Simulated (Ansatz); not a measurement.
Total energies of CH$_{9}$N$_{4}$Ta (`C[N]=[Ta]([NH2])([NH2])[NH2]`).

```xyz
15

C    -1.965   -1.604   -0.439
N    -1.000   -0.597   -0.187
Ta    0.439    0.406    0.106
N     0.205    1.143    1.945
N     0.483    1.722   -1.392
N     2.210   -0.560    0.086
H    -1.509   -2.593   -0.567
H    -2.538   -1.385   -1.349
H    -2.686   -1.678    0.385
H     0.836    1.812    2.365
H    -0.606    1.024    2.532
H     1.146    2.482   -1.451
H    -0.217    1.824   -2.110
H     2.674   -0.846   -0.765
H     2.529   -1.149    0.842
```

Total charge 0; spin multiplicity 1. Correlated methods include outer-core shells of Ta, which these sets cover unevenly. Ta takes the def2 core potential. The structure was optimised at the PBE0-D4/def2-TZVP level. It is one conformer, not always the lowest. Basis def2-TZVPP, Ansatz 0.2.0.

RPA on PBE orbitals: Hartree–Fock energy of these orbitals -317.45815 Eh, correlation -2.23647 Eh (frozen core).

```
functional  energy without D4 (Eh)  D4 term (kJ/mol)
    r2SCAN              -319.70165              -8.5
   ωB97X-V              -319.69655                 –
```

Problem. Give the same for LDA (SPW92), PBE, revPBE, BLYP, B97M-V, PBE0, B3LYP, r2SCANh, r2SCAN0, HSE06 (plane-wave form), BHLYP, CAM-B3LYP, LC-ωPBE, ωB97M-V, B2PLYP, PBE-QIDH. (An estimate is asked.)

Solution. The calculation gave: 
```
             functional  energy without D4 (Eh)  D4 term (kJ/mol)
            LDA (SPW92)              -317.52307                 –
                    PBE              -319.53071             -31.4
                 revPBE              -319.80132             -84.2
                   BLYP              -319.71188             -65.6
                 B97M-V              -319.78175                 –
                   PBE0              -319.49515             -27.1
                  B3LYP              -319.84577             -49.9
                r2SCANh              -319.66248              -9.0
                r2SCAN0              -319.60562              -9.9
HSE06 (plane-wave form)              -319.48044             -25.5
                  BHLYP              -319.52599             -40.9
              CAM-B3LYP              -319.64595             -27.9
                LC-ωPBE              -319.66649                 –
                ωB97M-V              -319.61210                 –
                 B2PLYP              -319.49946                 –
               PBE-QIDH              -319.37274                 –
```

B3LYP takes the VWN-RPA correlation (the form of Gaussian; ORCA's B3LYP/G). HSE06 is the plane-wave form, built on full-range PBE exchange. The double hybrids freeze the cores in their second-order part.

LC-ωPBE has ω = 0.4 bohr⁻¹.
